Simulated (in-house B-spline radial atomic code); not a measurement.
**RPA and G0W0 on LC-wPBE: S⁺**

Configuration [Ne] 3s2 3p3, highest spin, mean-field start LC-wPBE. Computed with an all-electron radial atomic-structure program (B-spline basis): all electrons, scalar-relativistic (spin-free one-electron X2C), finite nucleus, each spin shell either full or empty, empty states to l = 9 with an (l + 1/2)⁻⁴ tail; G0W0 by contour deformation at full frequency.

Command:
```bash
python run_gw.py task.json out
```
Settings (radii: box in bohr, nucleus in fm):
```
Z                        16
electrons                15
configuration            [Ne] 3s2 3p3
hamiltonian              x2c
method                   lc_wpbe
lmax                     9
rms_radius               3.2611
spin_polarised           True
box_radius               23.78
intervals                72
```

Run time, properties included: 1.4 s on 1 thread of Intel(R) Xeon(R) 6975P-C (shared host).

Energies (hartree):

```tsv
term	value
mean-field total	-398.72387
Hartree-Fock functional on these orbitals	-398.24952
direct second order	-0.92755
second-order exchange	0.33787
SOSEX correction	0.31045
```

(1) What is the RPA correlation energy, and what remains with SOSEX?

Quasi-particle levels (eV):

| level | occupied | mean field | Σx - vxc | Σc | QP weight | G0W0 |
| --- | --- | --- | --- | --- | --- | --- |
| 3p up | yes | -22.463 | -0.85 | ? | ? | ? |
| 3s down | yes | -29.822 | 0.74 | -1.76 | 0.942 | -30.84 |
| 3p down | no | -10.624 | 2.68 | -2.29 | 0.948 | -10.240 |

G0W0 = mean field + (Σx - vxc) + Σc, with Σc (partial-wave tail included) taken at the quasi-particle energy. Only the outer levels were computed. Levels of low weight are left out.

(2) Where does G0W0 put 3p up?

Answers

(1) RPA gives -0.82574 hartree (-1.5 eV per electron); RPA + SOSEX gives -0.51528, and the second-order doubles -0.58968 hartree (no singles). RPA lacks exchange-type terms and so overcorrelates at short range.

(2) At -23.604 eV, with Σc = -0.29 eV and a quasi-particle weight of 0.945. The tabulated removal energy is 23.338 eV (NIST, measured); the calculation leaves out spin-orbit coupling, Breit and QED terms, and what these don't explain is the method's own error.
